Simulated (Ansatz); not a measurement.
4 gas-phase steps of group 13 species, written in SMILES but for small gases and atoms, in each of which the number of molecules changes (small partners taken up: none; given off: none). Reaction energies in eV, right side less left side, on B3LYP-D3(BJ)/def2-TZVP stationary points reached from drawn starts (curvature not checked).

```
row                                         step  PBE/def2-TZVPP  wB97M-V/def2-TZVPP
---  -------------------------------------------  --------------  ------------------
1                       3 O=BO → OB1OB(O)OB(O)O1           -6.02               -6.60
2                   3 O=BCl → ClB1OB(Cl)OB(Cl)O1           -5.26               -5.87
3     OB1OB(O)OB(O)O1 + 3 OB(O)O → 3 OB(O)OB(O)O            0.08                0.03
4    ClB(Cl)B(Cl)Cl → 2 Cl[B]Cl (multiplicity 2)            4.08                   ?
```

No zero-point or thermal terms; singlets are restricted closed shells; open shells are unrestricted. One arrangement of each flexible species, with no search for the lowest.

Run with Ansatz (Gaussian orbitals). All values are computed, each at the level named.

The rows were drawn at random from the listed steps of this kind that kept their bonds on relaxing, hold no state known to be excited and show no strong spin contamination (nor T1 past 0.05 where coupled cluster ran); restricted singlets weren't searched for lower solutions, and sets that span under 5 kcal/mol aren't shown. They stand in the order of the third column.

Q: Fit a straight line y = a + b·x through the complete rows, with x the PBE/def2-TZVPP and y the wB97M-V/def2-TZVPP value, and use it for row 4. How does it compare with the computed value?

A: Means over the 3 complete rows: x -3.733, y -4.147. Σ(x − x̄)(y − ȳ) = 24.168 and Σ(x − x̄)² = 22.101, so b = 1.094 and a = -4.147 − 1.094 × (-3.733) = -0.063 eV. The residuals have rms 0.042 and median size 0.049 eV; without the fit y − x has mean -0.413 and median -0.580 eV. For row 4 the line gives -0.063 + 1.094 × (4.08) = 4.40 eV, an extrapolation past the fitted range. The computed wB97M-V/def2-TZVPP value is 4.48 eV, 0.08 eV above the line. Taking y = x would miss by 0.40 eV, so here the line does better. wB97M-V/def2-TZVPP is a functional with errors of its own, not an exact or measured value.

Ansatz is a quantum-chemistry and plane-wave program.
